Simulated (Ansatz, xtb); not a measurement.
## C2H3Zn: which of two isomers lies lower

Structure a is the doublet with the links of `C=[CH][Zn]` and structure b is `C=[C][ZnH]`, a doublet. Both are isolated molecules in the gas phase, relaxed with PBE0-D3(BJ)/def2-SVP.

Quicker runs give these differences E(b) − E(a): GFN2-xTB +98.2 kJ/mol; HF/STO-3G +169.7 kJ/mol (at GFN2-xTB geometries); r2SCAN-D4/def2-SVP +60.7 kJ/mol (at GFN2-xTB geometries).

**Question.** Estimate E(b) − E(a) at the level CCSD(T)/def2-SVP.

**Answer.** Calculated at CCSD(T)/def2-SVP: E(b) − E(a) = +84.8 kJ/mol, so structure a lies lower.

Level by level:

```tsv
level	geometry	E(b) − E(a) (kJ/mol)	departure from the last row (kJ/mol)	job, with rough time for the two
GFN2-xTB	GFN2-xTB	+98.2	+13.4	optimisation, 0.12 s
HF/STO-3G	GFN2-xTB	+169.7	+84.9	single point, 13 s
r2SCAN-D4/def2-SVP	GFN2-xTB	+60.7	−24.1	single point, 7.5 s
PBE0-D3(BJ)/def2-SVP	PBE0-D3(BJ)/def2-SVP	+85.5	+0.7	optimisation, 74 s
HF/def2-SVP	PBE0-D3(BJ)/def2-SVP	+67.4	−17.3	part of the CCSD(T) run
MP2/def2-SVP	PBE0-D3(BJ)/def2-SVP	+97.4	+12.6	part of the CCSD(T) run
CCSD(T)/def2-SVP	PBE0-D3(BJ)/def2-SVP	+84.8		single point, 42 s
```

As drawn, b has 1 Zn–H in place of 1 C–H.

The levels shown agree on the order. The largest departure from CCSD(T)/def2-SVP is that of HF/STO-3G, 84.9 kJ/mol. MP2 in a larger basis moves the difference by +5.2 kJ/mol, a step that isn't added because spin contamination makes open-shell MP2 unreliable in this search.

With harmonic frequencies from PBE0-D3(BJ)/def2-SVP (ideal gas, rigid rotor, one conformer each, 600 K, 1 atm): the zero-point term adds −18.1 kJ/mol; ΔH is +72.0 and ΔG +63.8 kJ/mol.

Open shells are spin-unrestricted, with notable spin contamination under HF/STO-3G, HF/def2-SVP, MP2/def2-SVP, CCSD(T)/def2-SVP. The correlated steps freeze 7 core orbitals; the last core shell of Zn is correlated, in a basis made for valence electrons. Run with Ansatz 0.2.0, xtb 6.7.1; the last row on 1 thread of Arm Neoverse V2 on a shared host.
